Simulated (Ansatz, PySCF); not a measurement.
Breaking the N4–H6 bond in CH6InN (SMILES C[NH][InH2]) (multiplicity 1 held, fragments rigid). Energies count from the point at 1.009 Å.
Geometry at that point (charge 0, multiplicity 1):
```xyz
9

In    -0.038     0.105     0.631
H     -1.349     0.755     1.527
H      1.517    -0.446     1.110
N     -0.370    -0.047    -1.362
C      0.527    -0.550    -2.386
H     -1.257     0.253    -1.737
H      0.766     0.208    -3.143
H      0.117    -1.422    -2.911
H      1.471    -0.861    -1.934
```

R- and RO- levels are restricted; in cc, def2 and unpolarised 6-31G sets they are followed outwards from rest. Unrestricted levels (U-) break spin symmetry where that is lower. Curves can end on different states.

Cores are frozen in the correlated methods. Filled d and f shells under p-block atoms count as core. Rows in LANL2DZ carry no dispersion term and start afresh at each structure. LANL2DZ brings its own core potentials from Na on.

Programs: Ansatz (Gaussian orbitals); PySCF for LANL2DZ rows. Each number belongs to the level named beside it. In def2 rows elements past Kr take small-core potentials, without spin–orbit coupling.

Energies in eV.

```json
[
 {"R (Å)": "0.807", "U-HF/LANL2DZ": "1.48", "U-B3LYP/LANL2DZ": "1.63", "U-B3LYP/def2-TZVPP": "1.44", "R-SCS-MP2/def2-TZVPP": "1.46"},
 {"R (Å)": "0.908", "U-HF/LANL2DZ": "0.27", "U-B3LYP/LANL2DZ": "0.35", "U-B3LYP/def2-TZVPP": "0.28", "R-SCS-MP2/def2-TZVPP": "0.28"},
 {"R (Å)": "1.009", "U-HF/LANL2DZ": "0.00", "U-B3LYP/LANL2DZ": "0.00", "U-B3LYP/def2-TZVPP": "0.00", "R-SCS-MP2/def2-TZVPP": "0.00"},
 {"R (Å)": "1.110", "U-HF/LANL2DZ": "0.23", "U-B3LYP/LANL2DZ": "0.15", "U-B3LYP/def2-TZVPP": "0.18", "R-SCS-MP2/def2-TZVPP": "0.19"},
 {"R (Å)": "1.211", "U-HF/LANL2DZ": "0.72", "U-B3LYP/LANL2DZ": "0.54", "U-B3LYP/def2-TZVPP": "0.60", "R-SCS-MP2/def2-TZVPP": "0.62"},
 {"R (Å)": "1.362", "U-HF/LANL2DZ": "1.64", "U-B3LYP/LANL2DZ": "1.32", "U-B3LYP/def2-TZVPP": "1.40", "R-SCS-MP2/def2-TZVPP": "1.44"},
 {"R (Å)": "1.514", "U-HF/LANL2DZ": "2.59", "U-B3LYP/LANL2DZ": "2.15", "U-B3LYP/def2-TZVPP": "2.23", "R-SCS-MP2/def2-TZVPP": "2.30"},
 {"R (Å)": "1.766", "U-HF/LANL2DZ": "3.44", "U-B3LYP/LANL2DZ": "3.39", "U-B3LYP/def2-TZVPP": "3.45", "R-SCS-MP2/def2-TZVPP": "3.58"},
 {"R (Å)": "2.018", "U-HF/LANL2DZ": "3.75", "U-B3LYP/LANL2DZ": "4.24", "U-B3LYP/def2-TZVPP": "4.28", "R-SCS-MP2/def2-TZVPP": "4.59"},
 {"R (Å)": "2.321", "U-HF/LANL2DZ": "3.88", "U-B3LYP/LANL2DZ": "4.70", "U-B3LYP/def2-TZVPP": "4.72", "R-SCS-MP2/def2-TZVPP": "5.47"},
 {"R (Å)": "2.725", "U-HF/LANL2DZ": "3.93", "U-B3LYP/LANL2DZ": "4.92", "U-B3LYP/def2-TZVPP": "4.92", "R-SCS-MP2/def2-TZVPP": "6.18"},
 {"R (Å)": "3.229", "U-HF/LANL2DZ": "3.93", "U-B3LYP/LANL2DZ": "5.00", "U-B3LYP/def2-TZVPP": "4.98", "R-SCS-MP2/def2-TZVPP": "6.50"}
]
```

Doubts at one or more of the structures used: a spin-contaminated determinant (U-HF/LANL2DZ, U-B3LYP/LANL2DZ, U-B3LYP/def2-TZVPP); a restricted determinant that unrestricted orbitals would lower (R-SCS-MP2/def2-TZVPP).

Ansatz is a quantum-chemistry and plane-wave program.
